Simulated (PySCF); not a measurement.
SbF2, SMILES [F][Sb+][F] (connectivity only; charge and spin as stated), charge +1, multiplicity 1.

Geometry: B3LYP-D3(BJ)/def2-TZVP. The multiplicity is an assumed one; other spin states were not compared. The isomer is the one that the SMILES or the coordinates give; other isomers of the formula were not compared. The def2 effective core potentials stand for the cores of Sb; spin–orbit coupling is left out.

Two levels are set side by side: PBE/def2-TZVPD (PySCF) and CAM-B3LYP/def2-TZVPD (PySCF). Same geometry, gas phase. Differences are taken from unrounded values.

| quantity | CAM-B3LYP | PBE | PBE minus CAM-B3LYP |
|---|---|---|---|
| orbital gap (eV) | 8.82 | 4.21 | -4.62 |
| highest occupied level (eV) | -18.82 | -15.91 | 2.91 |
| lowest empty level (eV) | -9.99 | -11.70 | -1.71 |
| mean polarisability (bohr³) | 27.5 | 28.8 | 1.4 |

PBE's occupied levels lie high since its potential decays too fast outside the molecule; exact exchange lowers them and widens the gap. PBE's more diffuse valence density responds more strongly to a field. Differences between two approximate levels are no errors against the true value.

Rough cost on one machine, each run with all the roots and properties that it gave: CAM-B3LYP against PBE within a factor of 2.
